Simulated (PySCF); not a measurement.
**How exact exchange moves a shielding**

Molecule: `InChI=1S/C2H8N2OSi/c1-4-6-2(3)5/h4H,6H2,1H3,(H2,3,5)`.

Structure with atom numbers: `[CH3:1][NH:2][SiH2:3][C:4]([NH2:5])=[O:6]` (H(Xn): hydrogen on atom n).

GIAO shieldings (ppm, equivalent atoms averaged) in PySCF on the PBE0-D3(BJ)/def2-SVP geometry, basis pcSseg-1, gas phase, non-relativistic:

```tsv
functional	exact exchange (%)	σ(C1)	σ(N5)	σ(N2)	σ(Si3)
BLYP	0	142.0	126.2	234.2	382.3
BP86	0	146.7	128.0	240.3	389.6
PBE	0	147.3	128.7	240.0	390.4
B3LYP	20	147.1	130.5	242.7	392.2
PBE0	25	153.0	134.0	249.6	402.6
mPW1PW91	25	152.0	133.0	248.6	401.2
HF	100	162.4	150.2	264.3	439.3
```

Question: Fit each shielding as a line in the percentage of exact exchange.

Answer: σ(C1) = 145.9 + 0.17 x (rms 2.2 ppm); σ(N5) = 127.4 + 0.23 x (rms 1.0 ppm); σ(N2) = 239.3 + 0.26 x (rms 2.8 ppm); σ(Si3) = 387.0 + 0.52 x (rms 3.3 ppm). The functionals also differ in their semilocal parts, which the line can't hold; Hartree–Fock has no correlation at all.

Question: What does the line predict for BHandHLYP (50 %), and what does the run give?

Answer: σ(C1): 154.4 predicted, 153.4 computed; σ(N5): 138.9 predicted, 137.7 computed; σ(N2): 252.3 predicted, 252.2 computed; σ(Si3): 413.0 predicted, 408.2 computed ppm.
